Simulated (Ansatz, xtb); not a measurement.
# Relative energy of two structures of F3H2NbO2

We compare X, a singlet given by its coordinates, with Y, a singlet given by its coordinates. Both are isolated molecules in the gas phase, relaxed with PBE0-D4/def2-SVP.

X (Å):

```yaml
atoms:
  - { symbol: F, position_ang: [-0.6101, -0.8739, -1.6102] }
  - { symbol: F, position_ang: [1.7220, -0.4804, -0.5272] }
  - { symbol: F, position_ang: [0.7155, 1.2546, 1.1920] }
  - { symbol: Nb, position_ang: [0.0328, 0.2079, -0.1940] }
  - { symbol: O, position_ang: [-0.5901, 1.7011, -1.1218] }
  - { symbol: O, position_ang: [-1.1494, -0.6743, 0.9473] }
  - { symbol: H, position_ang: [-1.1116, 1.7423, -1.9318] }
  - { symbol: H, position_ang: [-1.8344, -1.3194, 0.7364] }
```

Close contacts (Å): F1–Nb4 1.89, F2–Nb4 1.85, F3–Nb4 1.87, Nb4–O5 1.87, Nb4–O6 1.87, Nb4–H7 2.59, Nb4–H8 2.59, O5–H7 0.96, O6–H8 0.96.

Y (Å):

```tsv
atom	x (Å)	y (Å)	z (Å)
F	-0.0680	-1.3047	1.3999
F	-0.3496	2.0613	-1.4567
F	-0.0473	1.5269	1.4169
Nb	-0.1242	0.6776	-0.2412
O	-1.5143	-0.3071	-0.3771
O	1.4210	-0.2065	-0.8088
H	-0.9125	-1.3886	0.9891
H	1.6870	-1.1161	-0.9778
```

Close contacts (Å): F1–Nb4 2.57, F2–Nb4 1.86, F3–Nb4 1.86, Nb4–O5 1.71, Nb4–O6 1.87, F1–H7 0.94, Nb4–H7 2.53, Nb4–H8 2.65, O6–H8 0.96.

Estimate which is lower in electronic energy at CCSD(T)/def2-SVP + ΔMP2/def2-TZVPP, and by roughly how much.

The CCSD(T)/def2-SVP + ΔMP2/def2-TZVPP calculation puts structure X lower, by 0.465 eV.

The same difference at several levels:

| level | geometry | E(Y) − E(X) (eV) | departure from the last row (eV) | job, with rough time for the two |
| --- | --- | --- | --- | --- |
| PBE0-D4/def2-SVP | PBE0-D4/def2-SVP | +0.670 | +0.205 | optimisation, 2.4 min |
| HF/def2-SVP | PBE0-D4/def2-SVP | +0.896 | +0.431 | part of the CCSD(T) run |
| MP2/def2-SVP | PBE0-D4/def2-SVP | +0.109 | −0.356 | part of the CCSD(T) run |
| CCSD(T)/def2-SVP | PBE0-D4/def2-SVP | +0.380 | −0.085 | single point |
| CCSD(T)/def2-SVP + ΔMP2/def2-TZVPP | PBE0-D4/def2-SVP | +0.465 |  | single point, 92 s |

None of the levels shown reverses the order. The largest departure from CCSD(T)/def2-SVP + ΔMP2/def2-TZVPP is that of HF/def2-SVP, 0.431 eV. A small imaginary or near-zero mode remains, so no thermal terms are given. Levels run at GFN2-xTB geometries aren't shown. The last row adds to CCSD(T) the change of the MP2 difference between the two basis sets, here +0.085 eV.

The T1 diagnostic of structures X and Y is large, so the coupled-cluster value is less sure. The correlated steps freeze 5 core orbitals. Atoms past krypton carry core potentials in the def2 sets and no spin–orbit term is included. Programs: Ansatz 0.2.0, xtb 6.7.1; the last row on 2 threads of Arm Neoverse V1 on a shared host.
